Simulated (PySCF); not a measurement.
Compound: C₆H₁₄OSi.
Bonds: C1–C2, C2–C3, C2–O4, O4–C5, C5–C6, C6–Si7, Si7–C8, C5–C8. Hydrogens: H9, H10, H11 on C1; H12 on C2; H13, H14, H15 on C3; H16 on C5; H17, H18 on C6; H19, H20 on Si7; H21, H22 on C8.

All values: PBE0/pcSseg-1 (PySCF, non-relativistic), on one gas-phase PBE0-D3(BJ)/def2-SVP geometry that isn't relaxed in the solvent. The solvent is an IEF-PCM continuum (van der Waals radii × 1.2). The model holds no explicit solvent molecules, cavitation or dispersion.

Gas phase at PBE0/pcSseg-1: HOMO -7.14 eV, LUMO 0.67 eV, dipole 1.05 D.

Question: What does the continuum do to the energy, the frontier levels and the dipole at PBE0/pcSseg-1 in acetone and water?

Answer: 
```
solvent      ε  E(solvent) − E(gas) (kJ/mol)  polarisation term (kJ/mol)  distortion of the solute (kJ/mol)  HOMO (eV)  LUMO (eV)  dipole (D)
acetone  20.49                        -11.43                      -12.89                               1.46      -7.15       0.74        1.53
  water  78.36                        -12.27                      -14.01                               1.74      -7.16       0.74        1.58
```

The polarisation term is half the interaction of the solute with the surface charges that it induces; the rest is the cost of distorting the solute's density. The sum is the electrostatic part of solvation alone. From acetone to water the lowering changes by a factor 1.07, Onsager's factor (ε − 1)/(2ε + 1) by 1.06 and ε itself by 3.8.

Question: Which radius a makes the point-dipole formula ΔE = −[(ε − 1)/(2ε + 1)]·μ²/a³ give the value in water, with the gas-phase dipole?

Answer: μ = 0.411 au and |ΔE| = 0.00467 Eh give a = 1.38 Å; the farthest nucleus lies 4.36 Å from the centroid of the nuclei, so such a sphere wouldn't even hold the nuclei. The formula assumes a rigid point dipole at the centre of a sphere.

Question: Which ESP-fitted charges (PBE0/pcSseg-1) respond most in acetone (means over atoms taken as equivalent)?

Answer: 
```json
{"atoms": "O4", "environment": "ether oxygen", "gas (e)": "-0.564", "solvent (e)": "-0.617", "change": "-0.053"}
{"atoms": "C2", "environment": "sp3 carbon bound to oxygen", "gas (e)": "+0.662", "solvent (e)": "+0.687", "change": "+0.025"}
{"atoms": "Si7", "environment": "SiH2 silicon", "gas (e)": "+0.522", "solvent (e)": "+0.542", "change": "+0.020"}
{"atoms": "C5", "environment": "sp3 carbon bound to oxygen", "gas (e)": "+0.614", "solvent (e)": "+0.631", "change": "+0.017"}
{"atoms": "C1/C3", "environment": "methyl carbon", "gas (e)": "-0.586", "solvent (e)": "-0.601", "change": "-0.015"}
{"atoms": "H16", "environment": "methine hydrogen", "gas (e)": "-0.022", "solvent (e)": "-0.008", "change": "+0.014"}
```

Question: Which Mayer bond orders change most in acetone?

Answer: 
```csv
bond,length (Å),gas,solvent,change
C2–O4,1.411,0.900,0.889,-0.011
O4–C5,1.398,0.912,0.901,-0.011
C8–C5,1.554,0.973,0.978,+0.005
C1–C2,1.522,1.030,1.035,+0.005
C6–H17,1.098,0.955,0.952,-0.003
C8–H22,1.098,0.945,0.942,-0.003
C5–C6,1.542,0.976,0.978,+0.002
Si7–C8,1.896,0.932,0.934,+0.002
```

Shape of the structure used: `[CH3:1][CH:2]([CH3:3])[O:4][CH:5]1[CH2:6][SiH2:7][CH2:8]1`: C1–C2–O4–C5 -73°, C2–O4–C5–C6 -150°.
